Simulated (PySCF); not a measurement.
**How methods differ on the ionisation energy of Ta⁴⁰⁺**

Ta⁴⁰⁺ [Ar] 3d10 4s2 4p3 [4p1/2^2 4p3/2^1, M_J = 3/2] → Ta⁴¹⁺ [Ar] 3d10 4s2 4p2 [4p1/2^2, M_J = 0], as a difference of total energies. Calculation: PySCF 2.14, in an uncontracted even-tempered set (16 s from 4.8 bohr⁻², ratio 2.8; 13 p from 6.2 bohr⁻², ratio 2.8; 8 d from 11 bohr⁻², ratio 2.8; 4 f from 28 bohr⁻², ratio 3); the two-component X2C-1e Hamiltonian. Correlated levels: [Ne] frozen; the 72 highest virtual spinors dropped. "Screened" scales the spin-orbit matrix elements by Boettger's factors to mimic the two-electron term; Breit and QED terms are absent.

```csv
method,ionisation energy (eV)
GHF (spin-free),1937.8
GMP2 (spin-free),1938.7
GHF (screened spin-orbit),1904.4
GMP2 (screened spin-orbit),1905.3
```

Breit and QED terms and the two-electron picture change are absent.

The spin-free rows relax to the high-spin LS determinant and lack the spin-orbit shift.

The labels give the starting determinants; with spin-orbit coupling the two ends relaxed to ⟨J²⟩ = 3.75, ⟨L²⟩ = 2.53, ⟨S²⟩ = 1.56 and ⟨J²⟩ = 0.00, ⟨L²⟩ = 1.37, ⟨S²⟩ = 1.37.

For comparison: 1910 ± 4 eV (theoretical estimate listed by NIST; NIST Atomic Spectra Database, ionization energies).
